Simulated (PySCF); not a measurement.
Question: Give a PBE0-D3(BJ)/def2-SVP geometry of `[C@@H]1([C@@H]([Se]C[C@H](F)O1)C#C)F`.

Answer: 
```
atom  x, y, z in Å
C1     2.875    0.890   -0.485
C2     1.971    0.089   -0.407
C3     0.916   -0.898   -0.297
Se4   -0.378   -0.816   -1.796
C5    -1.789    0.033   -0.748
C6    -1.231    0.975    0.295
F7    -0.465    1.928   -0.306
O8    -0.494    0.351    1.295
C9     0.188   -0.818    1.047
F10   -0.670   -1.884    1.128
H11    3.662    1.616   -0.562
H12    1.348   -1.909   -0.354
H13   -2.406    0.603   -1.455
H14   -2.403   -0.733   -0.257
H15   -2.048    1.498    0.821
H16    0.917   -0.916    1.867
```

Orientation and origin are arbitrary. Atoms count from 1 in this order. The C–Se distances run from 1.952 Å (Se4–C5, drawn single) to 1.982 Å (C3–Se4, drawn single), a spread of 0.030 Å. Of the pairs four or more bonds apart, C5···F10 is among the closest relative to their van der Waals radii: 2.91 Å, 92 % of the sum of Bondi's values. The 6-membered ring C3–Se4–C5–C6–O8–C9 has internal angles of 94.8° to 121.0° (sum 669°, against 720° for a flat polygon); it is puckered, 0.30 Å rms from its mean plane, widest ring torsion 66°. O8 (cyclic ether oxygen) is bent (angle 121.0°).

Bonds between heavy atoms (Å): C1≡C2 1.210, C2–C3 1.449, C3–Se4 1.982, Se4–C5 1.952, C5–C6 1.512, C6–F7 1.363, C6–O8 1.390, O8–C9 1.376, C9–F10 1.371, C3–C9 1.531.

Theory: PBE0-D3(BJ)/def2-SVP geometry optimisation, gas phase in PySCF 2.14.0.

Point group: C1 (no symmetry element, even within 0.4 Å). Not checked by PBE0-D3(BJ)/def2-SVP frequencies. The numbers are those of one conformer (C2–C3–Se4–C5 -105°, C3–Se4–C5–C6 34°, Se4–C5–C6–F7 58°, C5–C6–O8–C9 29°).
